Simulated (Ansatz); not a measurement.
Born–Oppenheimer molecular dynamics of ClF$_{3}$HSi (6 atoms, charge 0, multiplicity 2). It starts at the highest image of a converged band, a first-order saddle point between two minima.

Computed with UKS PBE0/def2-SVP in Ansatz.

```
ensemble                      : NVE (velocity Verlet)
time step                     : 0.5 fs
steps asked                   : 200
starting velocities drawn for : 300 K
seed                          : 7561
```

First frame:

```xyz
6
Properties=species:S:1:pos:R:3
Si 0.012 -0.008 0.068
Cl -0.027 0.019 2.406
F 1.517 -0.099 -0.477
F -0.653 1.321 -0.534
F -0.798 -1.268 -0.504
H -0.049 0.034 3.883
```

Q: How far do the bonds stretch over the last three quarters of this one trajectory? (Pairs bonded in most of those frames.)

A: 
```
   bond  mean (Å)  spread (Å)  shortest  longest
Si1–Cl2     2.036       0.113      1.84     2.26
 Si1–F3     1.598       0.053      1.52     1.70
 Si1–F4     1.597       0.023      1.56     1.64
 Si1–F5     1.598       0.023      1.56     1.64
```

Mean temperature of the second half: 1544 K. The conserved energy stayed within 0.047 meV per atom of its start (net change -0.016 meV per atom), so the integration is sound. The kinetic energy rose, since the run started high on the potential surface and went downhill. It ends in pieces (ClF3Si + H), so much of that is their flight and rotation, not heat. A run of 0.1 ps of so small a system gives no equilibrium averages.

Run time: 8.2 min on 2 threads of Arm Neoverse V1 (shared host), peak memory 0.21 GiB.
